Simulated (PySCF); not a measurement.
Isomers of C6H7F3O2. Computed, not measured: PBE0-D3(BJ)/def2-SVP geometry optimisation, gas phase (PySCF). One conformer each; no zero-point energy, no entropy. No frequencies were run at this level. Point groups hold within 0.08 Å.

Question: Rank from lowest to highest electronic energy at this level (kcal/mol).
A. `[CH3:1][O:2]/[C:3]([CH:4]=[O:5])=[C:6](\[CH3:7])[C:8]([F:9])([F:10])[F:11]` with C1–O2–C3–C4 -37°, O2–C3–C4–O5 -5°
B. `FC(F)(F)[C@H]1OCC12COC2`

Answer: A (0.0), B (18.0).

As drawn, the lower has a C=O bond and a C=C bond outside aromatic rings, which the higher lacks; the higher has a four-membered ring and a quaternary carbon, which the lower lacks.

```
                 SMILES      E (Eh)  E rel (kcal/mol)  dipole (D)  point group       A, B, C (MHz)
CO/C(C=O)=C(\C)C(F)(F)F  -681.58410               0.0        2.48           C1  1818, 773.6, 609.7
FC(F)(F)[C@H]1OCC12COC2  -681.55538              18.0        1.66           C1  1886, 909.7, 760.3
```
